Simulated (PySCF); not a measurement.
Compound: C4H13PSi2.
SMILES: `C=CC[Si@@H](C)P[SiH3]`

Level of theory: TDDFT CAM-B3LYP/def2-SVPD, vertical, gas phase, core orbitals frozen in the response (PySCF). Geometry: PBE0-D3(BJ)/def2-SVP, one conformer, isolated molecule.

Broadening: Gaussians 0.3 eV wide at half height, area fixed by f = 4.319×10⁻⁹ ∫ε dν̃. The width is an assumption, not a result. The curve ends short of the highest state used, and states not computed would add to its high-energy end.

```
E (eV)  ε (L mol⁻¹ cm⁻¹)
  5.73                 3
  5.75                 6
  5.77                10
  5.79                16
  5.81                26
  5.83                40
  5.85                61
  5.87                91
  5.89               132
  5.91               188
  5.93               262
  5.95               356
  5.97               473
  5.99               617
  6.01               789
  6.03               989
  6.05              1221
  6.07              1483
  6.09              1776
  6.11              2102
  6.13              2463
  6.15              2861
  6.17              3300
  6.19              3782
  6.21              4310
  6.23              4885
  6.25              5504
  6.27              6162
  6.29              6850
  6.31              7554
  6.33              8258
  6.35              8945
  6.37              9597
  6.39             10197
  6.41             10731
  6.43             11189
  6.45             11563
  6.47             11851
  6.49             12057
  6.51             12186
  6.53             12252
  6.55             12271
  6.57             12262
  6.59             12250
  6.61             12261
  6.63             12320
  6.65             12453
  6.67             12678
  6.69             13009
  6.71             13448
  6.73             13986
  6.75             14603
  6.77             15268
  6.79             15938
  6.81             16566
  6.83             17105
```

Question: Locate the maxima and give the states behind the curve.

Answer: 189 nm (6.55 eV), ε about 12000, made up of S2 (20%), S3 (50%) and S4 (24%) (hardly more than a shoulder) (ε in L mol⁻¹ cm⁻¹; maxima over ε = 5, shares over 10%). At its high-energy end, 6.83 eV, the curve is still rising (ε about 17000, from S4, S5 and S6). The states used: S1 6.18 eV (f 0.019); S2 6.38 eV (f 0.066); S3 6.53 eV (f 0.069); S4 6.67 eV (f 0.049); S5 6.85 eV (f 0.123); S6 6.98 eV (f 0.079); S7 7.07 eV (f 0.015); S8 7.25 eV (f 0.0046); S9 7.33 eV (f 0.036); S10 7.43 eV (f 0.011).

Question: On this curve, what absorbance would a 10⁻⁴ mol/L sample give at 193 nm over a 1 cm path?

Answer: 193 nm is 6.424 eV, where ε is about 11000 L mol⁻¹ cm⁻¹, so A = ε c l ≈ 1.1 (Beer–Lambert, with the gas-phase spectrum and the assumed width).

Question: What would ε be at 6.55 eV, the highest of these maxima, with half the width (0.15 eV)?

Answer: About 13900 L mol⁻¹ cm⁻¹ against 12300, a factor of about 1.1; a lone state at its own centre would give exactly 2.

Question: Coming from long wavelengths, where does ε first pass 100 L mol⁻¹ cm⁻¹?

Answer: At about 211 nm (5.88 eV), 0.30 eV below S1.

The vertical ionisation energy (ΔSCF) is 8.82 eV, 1.40 eV above S10.
